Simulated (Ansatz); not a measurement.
# Molecular dynamics of C₃H₈Cl₂Si

input.yaml

```yaml
crystal:
  periodic: [false, false, false]
  atoms:
    - { symbol: C, position_ang: [-0.964277, -0.97038, 1.085426] }
    - { symbol: C, position_ang: [-1.128778, -0.103728, -0.181568] }
    - { symbol: C, position_ang: [0.042314, 0.897949, -0.405165] }
    - { symbol: Si, position_ang: [1.786887, 0.147587, -0.59071] }
    - { symbol: Cl, position_ang: [-0.340149, 1.830244, -1.964799] }
    - { symbol: Cl, position_ang: [0.061766, 2.106894, 0.999919] }
    - { symbol: H, position_ang: [-0.084761, -1.622316, 1.012299] }
    - { symbol: H, position_ang: [-1.852145, -1.602573, 1.211382] }
    - { symbol: H, position_ang: [-0.858553, -0.334015, 1.973139] }
    - { symbol: H, position_ang: [-2.068666, 0.466964, -0.123465] }
    - { symbol: H, position_ang: [-1.185361, -0.74705, -1.074693] }
    - { symbol: H, position_ang: [2.169576, -0.447323, 0.666663] }
    - { symbol: H, position_ang: [2.694703, 1.206019, -0.955589] }
    - { symbol: H, position_ang: [1.714445, -0.857473, -1.62404] }
basis:
  gaussian: { orbitals: STO-3G }
hamiltonian:
  xc: pbe0
md:
  timestep: 0.25
  n_steps: 175
  ensemble: nvt_langevin
  temperature: 300.0
  initial_velocities: maxwell_boltzmann
  seed: 91201
  friction: 0.05
```

Command:

```bash
$ ansatz run input.yaml --threads 1 --pin off --max-ram 2048MiB --backend cpu --events-out ev --progress --plain --runs-dir out
```

It starts from a relaxed structure.

Output, in part (one step line in 3, the closing report, with atoms numbered from 0):

```
md step     0: t =     0.00 fs  T =   278.6 K  F+E_penalty+E_count = -35748.79163325 eV  E_kin = 0.504114 eV  (20 SCF iters)
md step     3: t =     0.75 fs  T =   256.3 K  F+E_penalty+E_count = -35748.76710342 eV  E_kin = 0.463852 eV  (20 SCF iters)
md step     6: t =     1.50 fs  T =   241.2 K  F+E_penalty+E_count = -35748.70508771 eV  E_kin = 0.436482 eV  (20 SCF iters)
md step     9: t =     2.25 fs  T =   207.9 K  F+E_penalty+E_count = -35748.62971762 eV  E_kin = 0.376285 eV  (20 SCF iters)
md step    12: t =     3.00 fs  T =   189.6 K  F+E_penalty+E_count = -35748.58169162 eV  E_kin = 0.343075 eV  (20 SCF iters)
md step    15: t =     3.75 fs  T =   187.7 K  F+E_penalty+E_count = -35748.55423243 eV  E_kin = 0.339751 eV  (20 SCF iters)
md step    18: t =     4.50 fs  T =   172.3 K  F+E_penalty+E_count = -35748.52993061 eV  E_kin = 0.311766 eV  (20 SCF iters)
md step    21: t =     5.25 fs  T =   153.7 K  F+E_penalty+E_count = -35748.49803194 eV  E_kin = 0.278132 eV  (20 SCF iters)
md step    24: t =     6.00 fs  T =   115.7 K  F+E_penalty+E_count = -35748.45279451 eV  E_kin = 0.209367 eV  (20 SCF iters)
md step    27: t =     6.75 fs  T =   113.8 K  F+E_penalty+E_count = -35748.39756089 eV  E_kin = 0.205987 eV  (20 SCF iters)
md step    30: t =     7.50 fs  T =   135.5 K  F+E_penalty+E_count = -35748.37237457 eV  E_kin = 0.245124 eV  (20 SCF iters)
md step    33: t =     8.25 fs  T =   164.4 K  F+E_penalty+E_count = -35748.39740890 eV  E_kin = 0.297431 eV  (20 SCF iters)
md step    36: t =     9.00 fs  T =   186.6 K  F+E_penalty+E_count = -35748.43904703 eV  E_kin = 0.337643 eV  (20 SCF iters)
md step    39: t =     9.75 fs  T =   203.8 K  F+E_penalty+E_count = -35748.46127946 eV  E_kin = 0.368796 eV  (20 SCF iters)
md step    42: t =    10.50 fs  T =   240.5 K  F+E_penalty+E_count = -35748.47450024 eV  E_kin = 0.435179 eV  (22 SCF iters)
md step    45: t =    11.25 fs  T =   274.7 K  F+E_penalty+E_count = -35748.48999214 eV  E_kin = 0.497082 eV  (19 SCF iters)
md step    48: t =    12.00 fs  T =   292.8 K  F+E_penalty+E_count = -35748.50743698 eV  E_kin = 0.529893 eV  (20 SCF iters)
md step    51: t =    12.75 fs  T =   324.7 K  F+E_penalty+E_count = -35748.53896549 eV  E_kin = 0.587628 eV  (19 SCF iters)
md step    54: t =    13.50 fs  T =   365.7 K  F+E_penalty+E_count = -35748.56114336 eV  E_kin = 0.661760 eV  (20 SCF iters)
md step    57: t =    14.25 fs  T =   340.0 K  F+E_penalty+E_count = -35748.55001465 eV  E_kin = 0.615327 eV  (20 SCF iters)
md step    60: t =    15.00 fs  T =   313.5 K  F+E_penalty+E_count = -35748.50962272 eV  E_kin = 0.567364 eV  (19 SCF iters)
md step    63: t =    15.75 fs  T =   288.7 K  F+E_penalty+E_count = -35748.45980427 eV  E_kin = 0.522533 eV  (20 SCF iters)
md step    66: t =    16.50 fs  T =   294.7 K  F+E_penalty+E_count = -35748.44540423 eV  E_kin = 0.533382 eV  (20 SCF iters)
md step    69: t =    17.25 fs  T =   284.8 K  F+E_penalty+E_count = -35748.44510561 eV  E_kin = 0.515389 eV  (20 SCF iters)
md step    72: t =    18.00 fs  T =   322.9 K  F+E_penalty+E_count = -35748.46853598 eV  E_kin = 0.584250 eV  (20 SCF iters)
md step    75: t =    18.75 fs  T =   332.3 K  F+E_penalty+E_count = -35748.49738876 eV  E_kin = 0.601291 eV  (20 SCF iters)
md step    78: t =    19.50 fs  T =   326.8 K  F+E_penalty+E_count = -35748.49046693 eV  E_kin = 0.591308 eV  (20 SCF iters)
md step    81: t =    20.25 fs  T =   313.1 K  F+E_penalty+E_count = -35748.44828142 eV  E_kin = 0.566613 eV  (20 SCF iters)
md step    84: t =    21.00 fs  T =   271.0 K  F+E_penalty+E_count = -35748.41246860 eV  E_kin = 0.490356 eV  (20 SCF iters)
md step    87: t =    21.75 fs  T =   275.0 K  F+E_penalty+E_count = -35748.38619875 eV  E_kin = 0.497671 eV  (20 SCF iters)
md step    90: t =    22.50 fs  T =   265.3 K  F+E_penalty+E_count = -35748.36119592 eV  E_kin = 0.480167 eV  (20 SCF iters)
md step    93: t =    23.25 fs  T =   235.2 K  F+E_penalty+E_count = -35748.32958134 eV  E_kin = 0.425708 eV  (20 SCF iters)
md step    96: t =    24.00 fs  T =   212.4 K  F+E_penalty+E_count = -35748.29404549 eV  E_kin = 0.384398 eV  (20 SCF iters)
md step    99: t =    24.75 fs  T =   195.2 K  F+E_penalty+E_count = -35748.25982770 eV  E_kin = 0.353196 eV  (19 SCF iters)
md step   102: t =    25.50 fs  T =   198.6 K  F+E_penalty+E_count = -35748.24784696 eV  E_kin = 0.359350 eV  (19 SCF iters)
md step   105: t =    26.25 fs  T =   202.3 K  F+E_penalty+E_count = -35748.26964473 eV  E_kin = 0.366149 eV  (20 SCF iters)
md step   108: t =    27.00 fs  T =   234.3 K  F+E_penalty+E_count = -35748.29507537 eV  E_kin = 0.423994 eV  (20 SCF iters)
md step   111: t =    27.75 fs  T =   199.7 K  F+E_penalty+E_count = -35748.32583214 eV  E_kin = 0.361343 eV  (22 SCF iters)
md step   114: t =    28.50 fs  T =   205.2 K  F+E_penalty+E_count = -35748.36717206 eV  E_kin = 0.371249 eV  (20 SCF iters)
md step   117: t =    29.25 fs  T =   224.9 K  F+E_penalty+E_count = -35748.40464912 eV  E_kin = 0.407017 eV  (20 SCF iters)
md step   120: t =    30.00 fs  T =   272.2 K  F+E_penalty+E_count = -35748.43986443 eV  E_kin = 0.492571 eV  (20 SCF iters)
md step   123: t =    30.75 fs  T =   283.4 K  F+E_penalty+E_count = -35748.47519365 eV  E_kin = 0.512876 eV  (19 SCF iters)
md step   126: t =    31.50 fs  T =   300.6 K  F+E_penalty+E_count = -35748.50228703 eV  E_kin = 0.544015 eV  (19 SCF iters)
md step   129: t =    32.25 fs  T =   290.9 K  F+E_penalty+E_count = -35748.52588777 eV  E_kin = 0.526397 eV  (20 SCF iters)
md step   132: t =    33.00 fs  T =   271.8 K  F+E_penalty+E_count = -35748.53666767 eV  E_kin = 0.491889 eV  (19 SCF iters)
md step   135: t =    33.75 fs  T =   297.6 K  F+E_penalty+E_count = -35748.53093993 eV  E_kin = 0.538540 eV  (20 SCF iters)
md step   138: t =    34.50 fs  T =   279.3 K  F+E_penalty+E_count = -35748.51590618 eV  E_kin = 0.505393 eV  (20 SCF iters)
md step   141: t =    35.25 fs  T =   303.6 K  F+E_penalty+E_count = -35748.49794887 eV  E_kin = 0.549397 eV  (20 SCF iters)
md step   144: t =    36.00 fs  T =   281.3 K  F+E_penalty+E_count = -35748.46581607 eV  E_kin = 0.508993 eV  (20 SCF iters)
md step   147: t =    36.75 fs  T =   279.3 K  F+E_penalty+E_count = -35748.43961074 eV  E_kin = 0.505508 eV  (20 SCF iters)
md step   150: t =    37.50 fs  T =   254.6 K  F+E_penalty+E_count = -35748.43710269 eV  E_kin = 0.460689 eV  (20 SCF iters)
md step   153: t =    38.25 fs  T =   249.9 K  F+E_penalty+E_count = -35748.44685793 eV  E_kin = 0.452203 eV  (20 SCF iters)
md step   156: t =    39.00 fs  T =   297.0 K  F+E_penalty+E_count = -35748.45539184 eV  E_kin = 0.537527 eV  (20 SCF iters)
md step   159: t =    39.75 fs  T =   309.6 K  F+E_penalty+E_count = -35748.45171544 eV  E_kin = 0.560196 eV  (20 SCF iters)
md step   162: t =    40.50 fs  T =   317.7 K  F+E_penalty+E_count = -35748.42427494 eV  E_kin = 0.574977 eV  (19 SCF iters)
md step   165: t =    41.25 fs  T =   309.2 K  F+E_penalty+E_count = -35748.39203016 eV  E_kin = 0.559472 eV  (19 SCF iters)
md step   168: t =    42.00 fs  T =   316.5 K  F+E_penalty+E_count = -35748.37097784 eV  E_kin = 0.572724 eV  (19 SCF iters)
md step   171: t =    42.75 fs  T =   335.8 K  F+E_penalty+E_count = -35748.36849367 eV  E_kin = 0.607690 eV  (19 SCF iters)
md step   174: t =    43.50 fs  T =   307.6 K  F+E_penalty+E_count = -35748.38033599 eV  E_kin = 0.556591 eV  (20 SCF iters)
md step   175: t =    43.75 fs  T =   330.6 K  F+E_penalty+E_count = -35748.38133726 eV  E_kin = 0.598198 eV  (22 SCF iters)
Total energy: -35748.38135677 eV, -1313.7287837380 hartree
Atom 0 at    -1.137888    -0.938341     1.166337 Å, force    -1.037809     1.517745     0.243462 eV/Å
Atom 1 at    -1.118249    -0.178100    -0.216444 Å, force    -1.155756    -1.136195     1.264327 eV/Å
Atom 2 at     0.003111     0.849239    -0.339567 Å, force     0.892059     0.808542    -0.990572 eV/Å
Atom 3 at     1.798697     0.251753    -0.606991 Å, force    -1.778862    -1.707184     1.005070 eV/Å
Atom 4 at    -0.409887     1.828581    -1.853342 Å, force    -0.167261     0.275890    -0.748673 eV/Å
Atom 5 at     0.033125     2.082000     1.017339 Å, force    -0.209105     0.016150     0.717646 eV/Å
Atom 6 at    -0.205953    -1.469653     1.284734 Å, force     0.550683    -0.432833     0.445749 eV/Å
Atom 7 at    -1.989916    -1.616122     1.291303 Å, force     0.078548    -0.445409    -0.831024 eV/Å
Atom 8 at    -1.325107    -0.231227     2.023579 Å, force     0.903930    -0.273186    -1.003752 eV/Å
Atom 9 at    -2.084634     0.300582    -0.375289 Å, force    -0.368874     0.610171     0.316336 eV/Å
Atom 10 at    -1.073803    -0.861767    -1.076108 Å, force     0.582310    -0.383940     0.124183 eV/Å
Atom 11 at     1.993677    -0.466062     0.626340 Å, force     0.483305    -0.184200    -0.060730 eV/Å
Atom 12 at     2.646117     1.353735    -0.666784 Å, force     0.912186     1.094746    -0.403613 eV/Å
Atom 13 at     1.743761    -0.672858    -1.717310 Å, force     0.314645     0.239704    -0.078410 eV/Å
Dipole moment:     0.227471    -0.623571     0.002760 e Å
```

The run went to its last step. The mean temperature of the second half is 11 % below the set value. A run of 0.044 ps of so small a system gives no equilibrium averages. Limits of this set-up: minimal basis.

The same pairs are bonded in the first frame and the last. Pairs count as bonded within 1.25 times the sum of covalent radii (0.12 Å more for H–H).

Last frame:

```xyz
14
Properties=species:S:1:pos:R:3
C -1.138 -0.938 1.166
C -1.118 -0.178 -0.216
C 0.003 0.849 -0.340
Si 1.799 0.252 -0.607
Cl -0.410 1.829 -1.853
Cl 0.033 2.082 1.017
H -0.206 -1.470 1.285
H -1.990 -1.616 1.291
H -1.325 -0.231 2.024
H -2.085 0.301 -0.375
H -1.074 -0.862 -1.076
H 1.994 -0.466 0.626
H 2.646 1.354 -0.667
H 1.744 -0.673 -1.717
```

Run time: 16 min on 1 thread of Intel(R) Xeon(R) Platinum 8175M CPU @ 2.50GHz (Skylake/Cascade Lake), with other jobs on the host, peak memory 0.15 GiB.
